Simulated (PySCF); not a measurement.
**Excitation energy of Au by level of theory**

Au [Xe] 4f14 5d10 6s1 (2S) → Au [Xe] 4f14 5d9 6s1 6p1 (high-spin determinant), as a difference of total energies. All numbers are calculated (PySCF 2.14, scalar relativity through the core potential, in aug-cc-pVTZ-PP with ECP60MDF (6s6p5d3f2g, 88 functions)). Correlated levels: valence: 5s2 5p6 frozen. The calculations carry no spin-orbit coupling.

```tsv
method	excitation energy (cm⁻¹)
UHF	38156
MP2 (valence)	52726
SCS-MP2 (valence)	52662
CCSD (valence)	49045
CCSD(T) (valence)	50063
```

The determinant of the upper state mixes LS terms, which raises its energy above the lowest term, most at the Hartree-Fock and MP2 levels.
